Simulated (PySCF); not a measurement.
**Computed beside measured shifts: MeSiCl(SBu)2 (C9H21ClS2Si)**

System: MeSiCl(SBu)2 (C9H21ClS2Si), SMILES CCCCS[Si](C)(Cl)SCCCC.

Atom-mapped SMILES (hydrogens are numbered by the atom that bears them): [CH3:1][CH2:2][CH2:3][CH2:4][S:5][Si:6]([CH3:7])([Cl:8])[S:9][CH2:10][CH2:11][CH2:12][CH3:13]

Method: GIAO PBE0/pcSseg-1, IEF-PCM chloroform, PySCF SCF with an in-house response code, fitting set def2-universal-JFIT up to Ne and JKFIT beyond, grid level 2, non-relativistic, geometry: PBE0-D3(BJ)/def2-SVP.

One optimised conformer. Values are averaged over the atoms that symmetry or fast rotation interchanges, on this one geometry and without vibrational averaging. Shifts are the reference shielding less the shielding here, at the same level (13C, 1H, 29Si against isolated TMS; 33S against isolated CS2); nuclei without a reference have shieldings only.

What shifts does this level give for Si6, and how do they compare with measurement?


| atom | nucleus | computed / ppm | measured / ppm | computed less measured | measured against | medium of the measurement |
| --- | --- | --- | --- | --- | --- | --- |
| Si6 | 29Si | 57.9 | 30.2 | 27.7 | TMS | solution |

Measured values: U. Herzog, Habilitationsschrift, TU Bergakademie Freiberg, 2002/2003.
